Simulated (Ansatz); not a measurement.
Start from `[Cl][SnH2][Cl]` and change one element to get `ClCCl`.

Ansatz, PBE0-D4/def2-TZVP geometries, multiplicity 1. 

Elements past krypton have def2 core potentials.

| property | `[Cl][SnH2][Cl]` |
| --- | --- |
| size of the dipole moment (B3LYP/def2-TZVPP) / D | 2.57 |
| HOMO–LUMO gap (PBE/def2-TZVPP) / eV | 5.28 |
| HOMO energy (PBE/def2-TZVPP) / eV | -7.58 |
| HOMO–LUMO gap (B3LYP/def2-TZVPP) / eV | 7.00 |
| HOMO energy (ωB97M-V/def2-TZVPP) / eV | -11.15 |
| LUMO energy (PBE/def2-TZVPP) / eV | -2.30 |

(1) What does the change do to each property? (Estimate.)

## Answers

(1) Computed: 
| property | `ClCCl` | shift |
| --- | --- | --- |
| size of the dipole moment (B3LYP/def2-TZVPP) / D | 1.63 | -0.94 |
| HOMO–LUMO gap (PBE/def2-TZVPP) / eV | 6.14 | 0.86 |
| HOMO energy (PBE/def2-TZVPP) / eV | -7.24 | 0.34 |
| HOMO–LUMO gap (B3LYP/def2-TZVPP) / eV | 8.14 | 1.14 |
| HOMO energy (ωB97M-V/def2-TZVPP) / eV | -10.98 | 0.17 |
| LUMO energy (PBE/def2-TZVPP) / eV | -1.10 | 1.20 |

With PBE0 the HOMO rises by 0.26 eV and the LUMO rises by 1.38 eV, so the gap widens by about 1.12 eV. PBE moves the HOMO by 0.34 eV and ωB97M-V by 0.17 eV. Dipoles are sizes alone; their direction can turn.

B3LYP here is the variant with VWN-RPA as its local correlation; programs differ in this.
